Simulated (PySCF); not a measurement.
Shifts of the heteroatoms

Numbering as in the mapped SMILES `[Cl:1][C:2]([Cl:3])([Cl:4])[CH:5]1[SiH2:6][CH2:7][SiH2:8]1`. Each H is labelled by its parent atom. Ha(Si6), Ha(C7), Ha(Si8) are cis to C2 on the ring; Hb(Si6), Hb(C7), Hb(Si8) are trans to C2 on the ring.

Method: GFN2-xTB geometry, GIAO PBE0/pcSseg-1 shieldings, in PySCF (no solvent, non-relativistic Hamiltonian, a single conformation, averaged over atoms made equivalent by symmetry, fast rotation or ring inversion).

Problem. What are the ²⁹Si shifts?

Solution. 
| atoms | environment | σ (ppm) | δ (ppm) |
| --- | --- | --- | --- |
| Si6/Si8 | silicon bonded to 2 C, 2 H, in a 4-membered ring | 382.1 | -34.1 |

Shieldings were converted by a linear fit to measured shifts: ²⁹Si (scatter 8.9 ppm rms, 25.8 ppm with the 6 outliers that the fit left out vs TMS, solution or neat liquid). A few per cent of atoms miss by over 2 rms, more outside the fitted compound classes.

On a 500 MHz spectrometer ²⁹Si resonates near 99.3 MHz, so 1 ppm is 99.3 Hz.
